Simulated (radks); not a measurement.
Lu12+, 59 electrons, occupied as [Kr] 4d10 4f11 5s2. Method: non-relativistic Kohn-Sham, LDA (Slater exchange, Perdew-Wang correlation), spin-unpolarised, spherical densities, point nucleus; relativity is left out, which matters for an element this heavy; computed with a radial shooting solver on a logarithmic mesh with Libxc functionals.

Unscreened Slater integrals over Kohn-Sham orbitals (cm^-1).

\begin{tabular}{lr}
integral & value \\ \hline
F0(4f,4f) & 340220 \\
F2(4f,4f) & 168810 \\
F4(4f,4f) & 107420 \\
F6(4f,4f) & 77718 \\
F0(4f,5s) & 216290 \\
G3(4f,5s) & 27803 \\
F0(4f,4d) & 351470 \\
F2(4f,4d) & 173530 \\
F4(4f,4d) & 111940 \\
G1(4f,4d) & 200290 \\
G3(4f,4d) & 128710 \\
G5(4f,4d) & 91822 \\
F0(4f,4p) & 356470 \\
F2(4f,4p) & 178070 \\
G2(4f,4p) & 152860 \\
G4(4f,4p) & 107240 \\
F0(5s,5s) & 180370 \\
F0(5s,4d) & 219800 \\
G2(5s,4d) & 21493 \\
F0(5s,4p) & 220890 \\
G1(5s,4p) & 18466 \\
F0(4d,4d) & 366910 \\
F2(4d,4d) & 187190 \\
F4(4d,4d) & 125630 \\
F0(4d,4p) & 372100 \\
F2(4d,4p) & 191800 \\
G1(4d,4p) & 241490 \\
G3(4d,4p) & 152370 \\
F0(4p,4p) & 378080 \\
F2(4p,4p) & 198540 \\
\end{tabular}

Derived for the open shells (J is the average intra-shell exchange parameter used in DFT+U). 4f: F4/F2 = 0.636, F6/F2 = 0.460, J = (286 F2 + 195 F4 + 250 F6)/6435 = 13780 cm^-1.
